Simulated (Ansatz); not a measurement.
In₉P₉H₂₄, a nanocrystal cut from wurtzite InP (hydrogen-capped), relaxed as a singlet with RKS PBE-D4/def2-SVP in Ansatz, starting from the GFN2-xTB geometry. Force threshold 0.03 eV/Å.

In the def2 sets In takes a core potential; there is no spin–orbit coupling. Single mean-field runs in def2-SVP are fitted with def2-universal-jkfit.

Start:

Cartesian coordinates in Å:
```
In 2.827 2.399 -1.543
P 3.987 1.597 0.717
P 0.369 2.090 -0.912
In -0.182 2.064 1.684
In -3.739 2.760 -0.338
P -2.717 1.909 1.923
In 3.353 -0.560 2.140
P 0.804 -0.359 2.136
In -3.209 -0.218 3.374
P 3.244 0.152 -2.905
In -1.025 0.417 -2.429
P -3.445 0.491 -1.618
In 2.464 -2.293 -2.194
P 3.682 -2.321 0.172
P 0.066 -1.797 -1.453
In -0.530 -2.390 1.066
In -4.107 -1.966 -0.993
P -3.017 -1.920 1.389
H 3.558 3.804 -2.259
H 3.505 2.581 1.576
H 5.314 1.986 0.838
H -0.123 3.332 -1.308
H 0.866 3.232 2.476
H -2.612 3.888 -1.015
H -5.392 3.130 -0.140
H -2.860 2.979 2.806
H 4.382 -0.831 3.514
H 0.562 -0.533 3.497
H -1.836 -0.466 4.398
H -4.805 -0.176 3.970
H 4.384 0.173 -3.698
H 2.368 0.368 -3.966
H -0.485 0.607 -4.091
H -4.031 0.717 -2.864
H 2.987 -3.548 -3.275
H 4.932 -2.925 0.156
H 3.038 -3.417 0.741
H -0.601 -2.794 -2.162
H 0.310 -3.879 1.486
H -5.801 -2.111 -0.871
H -3.143 -3.016 -1.977
H -3.343 -3.156 1.948
```

Q: Estimate the energy that the relaxation releases and the steps that it takes.

A: 0.47 eV, in 9 steps; 57 s on 2 threads of AMD EPYC 7R13 on a shared host and a share (18 GiB) of an NVIDIA H100 80GB HBM3. The force fell under the threshold at step 6, but the optimiser went on and released 0.007 eV more. No frequencies were taken in this run, so the end may be a saddle point.

Q: Does the start keep its bonding and symmetry?

A: By distances, no bond broke or formed. The bond that changes most is P14–H36, from 1.39 to 1.43 Å (atoms count from 1). Point group C3v at the start, C3v at the end, both within 0.05 Å.

Q: Predict the relaxed structure.

A: 
```xyz
42

In    2.7671    2.3634   -1.5146
P     3.9629    1.5782    0.7033
P     0.3216    2.0968   -0.9047
In   -0.1047    2.0776    1.6852
In   -3.8340    2.6998   -0.2910
P    -2.6263    1.9222    1.9199
In    3.2842   -0.5499    2.1091
P     0.7573   -0.3581    2.1484
In   -3.3191   -0.2027    3.3187
P     3.2271    0.1478   -2.8728
In   -0.9584    0.4180   -2.4646
P    -3.3616    0.4929   -1.6539
In    2.4066   -2.2564   -2.1573
P     3.6602   -2.2947    0.1649
P     0.0178   -1.7958   -1.4464
In   -0.4555   -2.4158    1.0598
In   -4.1935   -1.9024   -0.9313
P    -2.9285   -1.9479    1.3815
H     3.5481    3.7383   -2.2252
H     3.8451    2.6818    1.6073
H     5.3858    1.6233    0.5367
H    -0.1924    3.3726   -1.3091
H     0.9323    3.2415    2.4732
H    -2.8375    3.9539   -0.9976
H    -5.5416    2.7816    0.0276
H    -2.8408    3.0137    2.8283
H     4.3569   -0.8192    3.4440
H     0.5007   -0.5330    3.5480
H    -2.0537   -0.4657    4.4996
H    -5.0283   -0.1119    3.6261
H     4.6006    0.0971   -3.2797
H     2.6568    0.3723   -4.1664
H    -0.4235    0.6060   -4.1167
H    -4.0212    0.7190   -2.9094
H     2.9839   -3.4892   -3.2307
H     5.0626   -2.5107   -0.0373
H     3.3550   -3.5704    0.7380
H    -0.6757   -2.8203   -2.1710
H     0.3749   -3.8939    1.4801
H    -5.9000   -1.8063   -0.6106
H    -3.3854   -3.0543   -1.9729
H    -3.3258   -3.1992    1.9637
```
Bond lengths (bridged metal pairs left out): 24 × In–P 2.53 to 2.64 Å; 12 × H–P 1.43 to 1.44 Å; 12 × H–In 1.73 to 1.75 Å.
